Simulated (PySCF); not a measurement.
The vertical singlet excitations below were computed for one of the candidates. Level of theory: PySCF 2.14.0, density-fitted response routines, TDDFT PBE0/def2-SVPD, vertical, gas phase, core orbitals frozen in the response. Geometries: GFN2-xTB, one conformer each.

```
state  E (eV)       f
   S1    2.40  0.0084
   S2    3.91  0.0061
   S3    4.26   0.023
   S4    4.77  0.0042
   S5    5.07  0.0020
   S6    5.25  0.0051
   S7    5.69   0.042
   S8    5.94   0.026
```

Triplets computed (Tamm–Dancoff): 1.75, 3.27, 3.94 eV.

Orbital energies (eV): HOMO-3 -9.88, HOMO-2 -9.21, HOMO-1 -8.66, HOMO -7.43, LUMO -3.27, LUMO+1 -1.58, LUMO+2 -0.94.

Problem. Which candidate is it?
A. `CC[C@H](F)C(=O)Cl`
B. `O=CC(=O)[Si@@H](F)[SiH2]O`
C. `COC[Si@H](N)O[SiH3]`
D. `[SiH3][C@H]([SiH2]NC)[SiH2]F`

Solution. B. Its S1, at 2.40 eV, is the lowest among the candidates; the nearest of the others has S1 at 4.97 eV. S1 is HOMO→LUMO (95%). Löwdin shares by element: HOMO oxygen 47% or more, carbon 15% or more, silicon 12% or more (atoms not listed hold the other 25%); LUMO carbon 45%, oxygen 37% or more (atoms not listed hold the other 18%). At the same level the other candidates give, for their lowest levels:
- `CN[SiH2][C@@H]([SiH3])[SiH2]F`: 5.69 eV (f 0.003); 6.13 eV (f 0.002); 6.43 eV (f 0.029); 6.73 eV (f 0.003); 7.08 eV (f 0.013); T1 5.47 eV; HOMO -7.03, LUMO -0.07 eV
- `CC[C@H](F)C(=O)Cl`: 4.97 eV (f 0.002); 6.25 eV (f 0.002); 6.80 eV (f 0.020); 7.20 eV (f 0.035); 7.78 eV (f 0.064); T1 4.41 eV; HOMO -8.71, LUMO -1.56 eV
- `COC[Si@H](N)O[SiH3]`: 6.61 eV (f 0.033); 6.77 eV (f 0.027); 7.13 eV (f 0.002); 7.25 eV (f 0.004); 7.37 eV (f 0.033); T1 6.32 eV; HOMO -7.52, LUMO 0.20 eV

Conformer computed: `[O:1]=[CH:2][C:3](=[O:4])[Si@@H:5]([F:6])[SiH2:7][OH:8]`: O1–C2–C3–O4 117°, C2–C3–Si5–F6 -44°, C3–Si5–Si7–O8 -13°, H–O8–Si7–Si5 -35°.

Without π bonds the low states are Rydberg-like; a valence basis with one diffuse set may place them up to an eV too high.
